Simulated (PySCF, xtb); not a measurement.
Au2H2S2Si, SMILES [Au][S][SiH2][S][Au], multiplicity 1.

GFN2-xTB run with xtb 6.7.1 at its own geometry gives an orbital gap of 2.70 eV and a dipole moment of 6.96 D.

Geometry optimised at B3LYP-D3(BJ)/def2-SVP. The spin state was assumed, not searched. The def2 effective core potentials stand for the cores of Au; spin–orbit coupling is left out. One conformer was computed; it need not be the lowest.

What does PBE/def2-TZVP (PySCF) give? (An estimate is asked for; the answer gives what the named calculation found.)

gap 1.21 eV (levels -5.69 and -4.48 eV), dipole 3.35 D.
